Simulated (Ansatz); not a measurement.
Ansatz (a quantum-chemistry and plane-wave program) input (CCSD(T)/def2-SVPD):

Ansatz 0.2 input:
```yaml
crystal:
  periodic: [false, false, false]
  atoms:
    - {symbol: Si, position_ang: [-0.04218715, 0.06609193, -0.86087772]}
    - {symbol: C, position_ang: [1.60194070, -0.36705146, -1.54952993]}
    - {symbol: C, position_ang: [-1.35712704, -1.13846760, -1.40606915]}
    - {symbol: C, position_ang: [-0.49462667, 1.83916391, -1.21973493]}
    - {symbol: Br, position_ang: [0.12730256, -0.12447334, 1.39983533]}
    - {symbol: H, position_ang: [1.88880689, -1.38808044, -1.77583181]}
    - {symbol: H, position_ang: [2.39584767, 0.36238908, -1.66629093]}
    - {symbol: H, position_ang: [-1.07585604, -2.16196938, -1.15398356]}
    - {symbol: H, position_ang: [-1.50131076, -1.07833560, -2.48776735]}
    - {symbol: H, position_ang: [-2.30858081, -0.91906394, -0.91926265]}
    - {symbol: H, position_ang: [-0.61254348, 1.98997781, -2.29575844]}
    - {symbol: H, position_ang: [0.27992236, 2.51861818, -0.86108177]}
    - {symbol: H, position_ang: [-1.43237738, 2.10587498, -0.72996803]}
basis:
  gaussian:
    orbitals: def2-SVPD
magnetization: {spin_polarized: true, initial_magnetization: 1}
correlation: {method: ccsd_t, electrons: outside_noble_gas}
output: {forces: true}
```

End of the output:

```
1.32 GiB of device memory are held for the factors and their scratch space
mean field: 1.87 GiB planned
mean field evaluation 1: about -81064.4004 eV, gradient 2.2e1 eV
mean field evaluation 2: about -81064.4104 eV, gradient 2.2e1 eV
mean field evaluation 4: about -81067.3767 eV, gradient 2.2e0 eV
mean field evaluation 8: about -81067.4287 eV, gradient 2.6e-1 eV
mean field evaluation 16: about -81067.3652 eV, gradient 2.2e0 eV
mean field -81067.43018688 eV, -2979.1731098901 hartree, gradient 2.6e-6 eV, S^2 0.760511; 0 other end points of the search recorded, 0 dependent functions left out
22 core orbitals not correlated
reference -81067.43018688 eV, -2979.1731098901 hartree; 16, 15 occupied and 151, 152 virtual orbitals, 1861 factors
densities: 8.16 GiB planned
second order -17.71735146 eV of doubles, -0.00000000 eV of singles
coupled cluster: 6.96 GiB planned
cycle   1  -19.01468278 eV  change    -1.3e0 eV  update   9.1e-2
cycle   2  -19.48843939 eV  change   -4.7e-1 eV  update   2.7e-2
cycle   3  -19.56394529 eV  change   -7.6e-2 eV  update   1.2e-2
cycle   4  -19.56371873 eV  change    2.3e-4 eV  update   4.1e-3
cycle   5  -19.56302852 eV  change    6.9e-4 eV  update   2.0e-3
cycle   6  -19.56344917 eV  change   -4.2e-4 eV  update   8.1e-4
cycle   7  -19.56365607 eV  change   -2.1e-4 eV  update   3.6e-4
cycle   8  -19.56368678 eV  change   -3.1e-5 eV  update   1.4e-4
cycle   9  -19.56364794 eV  change    3.9e-5 eV  update   6.7e-5
cycle  10  -19.56362399 eV  change    2.4e-5 eV  update   3.3e-5
cycle  11  -19.56363249 eV  change   -8.5e-6 eV  update   1.6e-5
cycle  12  -19.56363791 eV  change   -5.4e-6 eV  update   7.7e-6
cycle  13  -19.56364064 eV  change   -2.7e-6 eV  update   3.4e-6
cycle  14  -19.56364003 eV  change    6.1e-7 eV  update   1.4e-6
perturbative correction -0.63151601 eV, -0.0232077854 hartree
the calculation of the forces begins
1.32 GiB of device memory are held for the factors and their scratch space
Total energy: -81087.62534292 eV, -2979.9152681859 hartree
Atom 0 at    -0.042187     0.066092    -0.860878 Å, force    -0.143981     0.034460     0.115785 eV/Å
Atom 1 at     1.601941    -0.367051    -1.549530 Å, force     0.007395     0.002094    -0.067686 eV/Å
Atom 2 at    -1.357127    -1.138468    -1.406069 Å, force     0.100491     0.107971     0.042166 eV/Å
Atom 3 at    -0.494627     1.839164    -1.219735 Å, force     0.026083    -0.148906     0.026091 eV/Å
Atom 4 at     0.127303    -0.124473     1.399835 Å, force     0.003348    -0.015206     0.227495 eV/Å
Atom 5 at     1.888807    -1.388080    -1.775832 Å, force     0.121376    -0.415877    -0.091649 eV/Å
Atom 6 at     2.395848     0.362389    -1.666291 Å, force     0.327183     0.294635    -0.047186 eV/Å
Atom 7 at    -1.075856    -2.161969    -1.153984 Å, force     0.103115    -0.405203     0.097640 eV/Å
Atom 8 at    -1.501311    -1.078336    -2.487767 Å, force    -0.060453     0.010211    -0.405475 eV/Å
Atom 9 at    -2.308581    -0.919064    -0.919263 Å, force    -0.376075     0.077138     0.181029 eV/Å
Atom 10 at    -0.612543     1.989978    -2.295758 Å, force    -0.043053     0.070283    -0.401716 eV/Å
Atom 11 at     0.279922     2.518618    -0.861082 Å, force     0.299746     0.273632     0.140120 eV/Å
Atom 12 at    -1.432377     2.105875    -0.729968 Å, force    -0.365175     0.114768     0.183384 eV/Å
Dipole moment:    -0.036404     0.041734    -0.498409 e Å
```

It need not be the lowest isomer of its formula.
